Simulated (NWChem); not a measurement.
# Si₂H₃F, singlet; SMILES F[Si][SiH3]

```xyz
6

Si     0.7081     0.8574     0.0000
F     -0.7888     1.5376     0.0000
Si    -0.1290    -1.4339     0.0000
H      0.9629    -2.4595     0.0000
H     -0.9854    -1.6540    -1.2120
H     -0.9854    -1.6540     1.2120
```
Atoms are numbered in this order, from 1.

Results from NWChem. Low-valent species are run as closed-shell singlets; no triplet was tried in these runs. Coordinates come from a PBE0/def2-SVP optimisation. B3LYP is NWChem's, with the RPA form of VWN correlation. Ions are spin-unrestricted doublets at the neutral geometry; other ion states weren't tried.

For level PBE/def2-SVP:

```
Item           Value
-------------  -----
−ε(HOMO) (eV)   5.38
```

Task: Estimate the same quantities for level B3LYP/def2-SVP.

Result: 
| Property | Value |
|---|---|
| −ε(HOMO) (eV) | 6.22 |
